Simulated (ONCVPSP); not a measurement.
## molybdenum (Mo): ONCV pseudisation with PBE, scalar-relativistic reference atom.

```json
{
  "Element": "molybdenum",
  "Generator": "ONCVPSP 4.0.1",
  "Type": "optimised norm-conserving Vanderbilt (ONCV)",
  "Functional": "PBE",
  "Relativity": "scalar-relativistic",
  "Frozen core": "[Ar] 3d10",
  "Valence charge": "14",
  "Reference configuration": "4s2 4p6 4d5 5s1",
  "Partial waves": "4s+5s: rc 1.80 bohr, ncon 3, nbas 8, qcut 5.5 1/bohr, 2 projectors; 4p: rc 1.25 bohr, ncon 4, nbas 9, qcut 6.8 1/bohr, 2 projectors, debl 0.3 Ha; 4d: rc 1.25 bohr, ncon 4, nbas 8, qcut 8 1/bohr, local",
  "Local potential": "the d channel",
  "Core correction": "Teter function, fcfact 3.5, rcfact 1.7"
}
```

In the p channel the program set the typed energies aside and used -1.414, 0.250 Ha.

All-electron outer shells of the reference configuration (PBE, scalar-relativistic, ld1.x):

```json
{"shell": "3d", "level (eV)": "-220.98", "outermost node (bohr)": "–", "outermost maximum (bohr)": "0.32"}
{"shell": "4s", "level (eV)": "-64.35", "outermost node (bohr)": "0.51", "outermost maximum (bohr)": "0.99"}
{"shell": "4p", "level (eV)": "-38.49", "outermost node (bohr)": "0.52", "outermost maximum (bohr)": "1.08"}
{"shell": "5s", "level (eV)": "-4.09", "outermost node (bohr)": "1.34", "outermost maximum (bohr)": "2.93"}
{"shell": "4d", "level (eV)": "-3.75", "outermost node (bohr)": "0.53", "outermost maximum (bohr)": "1.38"}
```

Calculated quality:

- Cutoffs needed: 38 Ha and 160 Ha (the cutoffs (Ha) at which the residual kinetic energy of the hardest occupied pseudo-wave falls to 1 and 0.1 mHa per electron)
- Ghost test: no bound ghost flagged; no localised positive-energy state flagged
- Largest excitation error: -362 meV (all-electron minus pseudo) for 4s1 4p6 4d5 5s1, out of 4 test configurations
- rms error of d²Exc/dni dnj: 3.38 mHa without and 3.27 mHa with the model core

Generation and tests took about 2.9 s on one core of a shared server CPU.
